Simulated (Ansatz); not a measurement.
bis(4-tert-butylphenyl)iodonium hydroxide, `CC(C)(C)c1ccc([I+]c2ccc(C(C)(C)C)cc2)cc1.[OH-]`. Charge 0, multiplicity 1. Geometry PBE-D4/def2-SVP; atoms count from 1.

```xyz
49

C     3.4218   -5.3956   -3.2892
C     2.9537   -4.1914   -4.1381
C     2.0500   -4.7170   -5.2670
C     4.1806   -3.5017   -4.7777
C     2.2251   -3.1848   -3.2299
C     2.9060   -2.6031   -2.1363
C     2.2867   -1.6839   -1.2763
C     0.9530   -1.3309   -1.5108
I    -0.2789    0.1737   -0.3817
C    -1.0482    1.4923    1.2702
C    -0.3082    2.0548    2.3124
C    -0.9464    2.9242    3.2161
C    -2.3150    3.2416    3.1006
C    -3.0412    4.1788    4.0821
C    -3.6554    5.3624    3.3003
C    -2.0936    4.7466    5.1530
C    -4.1651    3.3906    4.7937
C    -3.0317    2.6540    2.0342
C    -2.4089    1.7860    1.1254
C     0.2494   -1.8853   -2.5814
C     0.8839   -2.8058   -3.4354
H     2.5585   -5.9081   -2.8183
H     4.1120   -5.0859   -2.4794
H     3.9565   -6.1331   -3.9235
H     2.6135   -5.4363   -5.8952
H     1.6991   -3.9003   -5.9300
H     1.1600   -5.2472   -4.8713
H     4.8925   -3.1342   -4.0121
H     4.7272   -4.2119   -5.4328
H     3.8709   -2.6333   -5.3938
H     3.9569   -2.8712   -1.9431
H     2.8216   -1.2402   -0.4263
H     0.7579    1.8101    2.4107
H    -0.3459    3.3596    4.0273
H    -4.3853    5.0216    2.5391
H    -4.1878    6.0487    3.9915
H    -2.8689    5.9429    2.7767
H    -1.6443    3.9461    5.7749
H    -1.2701    5.3381    4.7041
H    -2.6554    5.4191    5.8326
H    -4.7108    4.0467    5.5037
H    -4.9038    2.9861    4.0732
H    -3.7490    2.5358    5.3648
H    -4.1044    2.8695    1.9073
H    -3.0013    1.3412    0.3050
H    -0.8057   -1.6136   -2.7685
H     0.3069   -3.2308   -4.2685
O     1.3571   -0.0149    0.9899
H     1.0244   -0.7099    1.5976
```

In the def2 sets I takes a core potential; there is no spin–orbit coupling. Single mean-field runs in def2-TZVP are fitted with def2-universal-jkfit.

Question: Estimate the Mulliken populations of the heavy atoms from the PBE0/def2-TZVP orbitals of Ansatz.

Answer: 
```tsv
atom	charge (e)
C1	-0.37
C2	0.06
C3	-0.41
C4	-0.37
C5	0.22
C6	-0.21
C7	-0.23
C8	0.09
I9	0.34
C10	0.06
C11	-0.23
C12	-0.19
C13	0.23
C14	0.06
C15	-0.37
C16	-0.41
C17	-0.37
C18	-0.25
C19	-0.21
C20	-0.21
C21	-0.23
O48	-0.61
```
Mulliken values depend strongly on the basis.

Question: And the Mayer bond orders between heavy atoms (over 0.3)?

Answer: C1–C2 0.98 (1.55 Å); C2–C3 0.97 (1.54 Å); C2–C4 0.98 (1.55 Å); C2–C5 0.92 (1.54 Å); C5–C6 1.32 (1.41 Å); C5–C21 1.36 (1.41 Å); C6–C7 1.45 (1.40 Å); C7–C8 1.38 (1.40 Å); C8–I9 0.81 (2.25 Å); C8–C20 1.37 (1.40 Å); I9–C10 0.83 (2.25 Å); I9–O48 0.72 (2.14 Å); C10–C11 1.41 (1.40 Å); C10–C19 1.35 (1.40 Å); C11–C12 1.40 (1.41 Å); C12–C13 1.35 (1.41 Å); C13–C14 0.92 (1.54 Å); C13–C18 1.34 (1.41 Å); C14–C15 0.98 (1.55 Å); C14–C16 0.97 (1.54 Å); C14–C17 0.98 (1.55 Å); C18–C19 1.49 (1.40 Å); C20–C21 1.45 (1.41 Å).
